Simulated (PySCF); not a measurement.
4H-1,3,5-dioxazine (C3H5NO2), SMILES C1N=COCO1. The structure is a stationary point at PBE-D3(BJ)/def2-SVP. Other conformers were not sampled.

Calculation: PBE-D3(BJ)/def2-SVP (PySCF).

Harmonic wavenumbers (cm⁻¹): 185, 320, 471, 547, 577, 832, 903, 909, 935, 1002, 1025, 1057, 1130, 1190, 1208, 1268, 1330, 1349, 1388, 1409, 1442, 1701, 2893, 2906, 3022, 3073, 3090. Rotational constants (GHz): 5.613, 5.399, 2.965; symmetry number 1.

### Question
Work out the zero-point energy and the ideal-gas rigid-rotor harmonic-oscillator thermochemistry at 298.15 K and 1 atm.

### Answer
ZPE = ½ Σ hcν = ½ × 37162 cm⁻¹ = 222.28 kJ/mol. H − E(el) = 237.51 kJ/mol. Entropy in J/(mol K): translation 164.45, rotation 107.46, vibration 27.07, total 298.99. G − E(el) = 148.37 kJ/mol. Cp = 81.60 J/(mol K).
